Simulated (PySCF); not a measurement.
# Correlation energy of Ba (barium, neutral)

[Xe] 6s1 6p1, high-spin 3P determinant (an excited configuration). Computed with PySCF 2.14 in x2c-TZVPPall, with scalar relativity by spin-free X2C-1e. Frozen: [Xe]; 2 electrons correlated.

With two correlated electrons CCSD is exact within the correlated space (frozen core and kept virtual orbitals).

```csv
level,correlation energy (mhartree)
CCSD,-3.47
```

Diagnostics: T1 = 0.020, D1 = 0.0379, largest double amplitude 0.107.

Spin-orbit coupling, absent here, splits the open shell strongly.

Cost of the coupled-cluster step: of the order of 2.7 core-seconds, for 2 correlated electrons.

Iterations:

```
CC2 = 0
CCSD nocc = (np.int64(2), np.int64(0)), nmo = (58, 58)
frozen orbitals [[0, 1, 2, 3, 4, 5, 6, 7, 8, 9, 10, 11, 12, 13, 14, 15, 16, 17, 18, 19, 20, 21, 22, 23, 24, 25, 26], [0, 1, 2, 3, 4, 5, 6, 7, 8, 9, 10, 11, 12, 13, 14, 15, 16, 17, 18, 19, 20, 21, 22, 23, 24, 25, 26]]
max_cycle = 100
direct = 0
conv_tol = 1e-08
conv_tol_normt = 1e-06
diis_space = 8
diis_start_cycle = 0
Init t2, MP2 energy = -0.00136575576844635
Init E_corr(UCCSD) = -0.00136575576863021
cycle = 1  E_corr(UCCSD) = -0.00202988656428922  dE = -0.000664130796  norm(t1,t2) = 0.0298883
cycle = 2  E_corr(UCCSD) = -0.0024159084766702  dE = -0.000386021912  norm(t1,t2) = 0.0208463
cycle = 3  E_corr(UCCSD) = -0.00318217616123326  dE = -0.000766267685  norm(t1,t2) = 0.0157935
cycle = 4  E_corr(UCCSD) = -0.00338518771317719  dE = -0.000203011552  norm(t1,t2) = 0.00750315
cycle = 5  E_corr(UCCSD) = -0.00348047286119382  dE = -9.5285148e-05  norm(t1,t2) = 0.0024315
cycle = 6  E_corr(UCCSD) = -0.00345699700343691  dE = 2.34758578e-05  norm(t1,t2) = 0.00063457
cycle = 7  E_corr(UCCSD) = -0.0034773118235164  dE = -2.03148201e-05  norm(t1,t2) = 0.000256468
cycle = 8  E_corr(UCCSD) = -0.00346631662414153  dE = 1.09951994e-05  norm(t1,t2) = 0.000136362
cycle = 9  E_corr(UCCSD) = -0.00346962848705498  dE = -3.31186291e-06  norm(t1,t2) = 4.30178e-05
cycle = 10  E_corr(UCCSD) = -0.0034688941996075  dE = 7.34287447e-07  norm(t1,t2) = 1.21688e-05
cycle = 11  E_corr(UCCSD) = -0.00346898399313468  dE = -8.97935272e-08  norm(t1,t2) = 3.70255e-06
cycle = 12  E_corr(UCCSD) = -0.00346898549320253  dE = -1.50006785e-09  norm(t1,t2) = 1.20678e-06
cycle = 13  E_corr(UCCSD) = -0.00346898664249572  dE = -1.14929319e-09  norm(t1,t2) = 5.10139e-07
UCCSD converged
E(UCCSD) = -8131.575194251302  E_corr = -0.003468986642495725
```

The basis was made for the ground configuration and has no added diffuse functions, which can raise the energy of the promoted electron.
